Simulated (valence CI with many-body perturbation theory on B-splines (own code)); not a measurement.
The numbers below are computed, except where a source is named.
## Sensitivity of CI+MBPT for Ce37+

Method: relativistic CI+MBPT: three valence electrons over a frozen Dirac-Fock core [Ar], a basis of 6 s, 6 p, 5 d, 5 f, 1 g functions for each j, with the one-electron correlation potential Σ1, the two-electron term Σ2, the three-electron term Σ3, Breit, model QED; selected CI, second order for the rest, scaled by the run's own slope (own B-spline code, finite nucleus).

The last digits are not significant, and no measured levels were compared; by estimate large intervals hold to a few tenths of a per cent, small ones and those within an open d or f shell to about a per cent. Only levels of the ground parity were solved; by the run's estimate the other parity begins above the list, which can be wrong where configurations are misplaced.

The reference run has the lowest level (3d3/2^3) J=3/2 and an ionisation energy of 2600.15 eV. Its largest variational space holds 2233 state functions.

Levels are named by their leading jj configuration (3d3/2^4 stands for four electrons in 3d with j = 3/2), which in mixed levels can hold well under half, so a name can repeat and another be missing. Letters in brackets count levels of one name in rising energy.

Changed runs:
A. highest l in the core sums 6 → 7
B. Davidson tolerance 2e-05 → 0.001
C. QED terms on → off
D. highest l in the core sums 6 → 2 (bad on purpose)

Excitation energies of the reference run in cm⁻¹, and shifts in cm⁻¹:

```tsv
Level	Reference	A	B	C	D
(3d3/2^2 3d5/2) J=5/2 [a]	137314	-1.2	0	-503	+2106
(3d3/2^2 3d5/2) J=3/2	181951	-1.0	0	-463	+441
(3d3/2^2 3d5/2) J=7/2	189733	-1.2	0	-553	+2880
(3d3/2^2 3d5/2) J=9/2	200511	-1.1	0	-512	+4147
(3d3/2^2 3d5/2) J=1/2	209349	-1.0	0	-489	+41
(3d3/2^2 3d5/2) J=5/2 [b]	314891	-1.3	0	-656	-344
(3d3/2 3d5/2^2) J=7/2 [a]	333694	-2.2	0	-975	+3310
(3d3/2 3d5/2^2) J=9/2	353259	-2.3	0	-1023	+4695
(3d3/2 3d5/2^2) J=3/2 [a]	384170	-2.1	0	-1004	+238
(3d3/2 3d5/2^2) J=1/2	400033	-2.2	0	-1016	-29
(3d3/2 3d5/2^2) J=11/2	413441	-2.1	0	-1020	+6583
(3d3/2 3d5/2^2) J=5/2 [a]	430084	-1.8	0	-926	+1198
Ionisation energy (eV)	2600.15	-0.017	0	-0.12	-1.09
```

No effect on these energies: B.
